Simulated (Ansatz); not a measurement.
Ansatz results at the PBE0-D4/def2-TZVP geometry: LUMO energy (PBE/def2-TZVPP) -1.94 eV; HOMO energy (B3LYP/def2-TZVPP) -6.19 eV; LUMO energy (PBE0/def2-TZVPP) -1.17 eV.

Each molecule was computed in one conformer, which needn't be the lowest.

(1) Which molecule gave them?
A. `C1O[SiH2]S1`
B. `OB(F)C1=CO1`
C. `C/C(Cl)=[CH]\[AlH2]`
D. `C=C([SiH3])[NH][AlH2]`

## Answers

(1) D. The others give `C1O[SiH2]S1`: -1.53, -6.93, -0.63; `C/C(Cl)=[CH]\[AlH2]`: -2.63, -7.29, -1.87; `OB(F)C1=CO1`: -2.31, -6.41, -1.39.

B3LYP here is the variant with VWN-RPA as its local correlation; programs differ in this.
